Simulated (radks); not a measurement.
Values are calculated unless marked as measured or tabulated.
Species: Pb II. Configuration: [Hg] 6p1 (the NIST ground configuration).

Level of theory: Dirac Kohn-Sham, PBE, spin-unpolarised, spherical densities, point nucleus; open shells fill j = l - 1/2 first (a radial shooting solver on a logarithmic mesh with Libxc functionals).

Energy parts (Ry):
| part | energy |
|---|---|
| total | -41856.7260 |
| kinetic | 48742.5791 |
| electron-nucleus | -105922.7480 |
| Hartree | 16103.5500 |
| exchange-correlation | -780.1071 |

Orbitals (lengths in bohr, moments of r in powers of bohr; <r^-3> diverges for s and p1/2; r(max) is where P^2 peaks):
orbital	occ.	eigenvalue (Ry)	<r>	r(max)	<1/r>	<r^-3>
1s1/2	2	-6467.050	0.01604	0.009835	101.5	-
2s1/2	2	-1156.094	0.06689	0.05736	25.08	-
2p1/2	2	-1110.085	0.05487	0.04198	25.01	-
2p3/2	4	-949.1258	0.06380	0.04970	19.96	23390
3s1/2	2	-277.8833	0.1739	0.1614	9.194	-
3p1/2	2	-257.1580	0.1644	0.1504	9.100	-
3p3/2	4	-221.2442	0.1807	0.1660	7.780	5523
3d3/2	4	-187.2523	0.1570	0.1289	7.680	969.2
3d5/2	6	-179.6120	0.1619	0.1331	7.386	791.2
4s1/2	2	-63.31816	0.3840	0.3627	3.904	-
4p1/2	2	-54.35334	0.3853	0.3603	3.792	-
4p3/2	4	-45.56262	0.4198	0.3919	3.336	1358
4d3/2	4	-30.98172	0.4246	0.3832	3.139	216.2
4d5/2	6	-29.34150	0.4356	0.3928	3.036	172.4
5s1/2	2	-11.09157	0.8543	0.7899	1.620	-
4f5/2	6	-10.46898	0.4508	0.3477	2.696	37.87
4f7/2	8	-10.09923	0.4571	0.3522	2.656	35.88
5p1/2	2	-8.03628	0.9130	0.8284	1.496	-
5p3/2	4	-6.39448	1.005	0.9054	1.328	249.4
5d3/2	4	-2.19545	1.275	1.055	1.033	25.83
5d5/2	6	-2.00524	1.323	1.087	0.9928	19.94
6s1/2	2	-1.38484	2.255	1.950	0.5693	-
6p1/2	1	-0.80377	2.786	2.322	0.4555	-
6p3/2	0	-0.67022	3.138	2.617	0.3998	19.51

The highest occupied level is 6p1/2 at -10.936 eV. Summed over all electrons, <r^2> = 55.94 bohr^2, which gives a Langevin (diamagnetic) susceptibility term of -44.3 x 10^-6 cm^3/mol. For comparison, the ionisation energy in NIST's Atomic Spectra Database is 15.032 eV (measured). In exact Kohn-Sham theory the highest level is minus the ionisation energy, but local and semilocal functionals leave it too shallow, through self-interaction and a potential that decays too fast; potentials with the right tail come closer.

Beside tabulated values, note that spin-unpolarised runs miss the spin-polarisation part of the exchange energy of open shells.
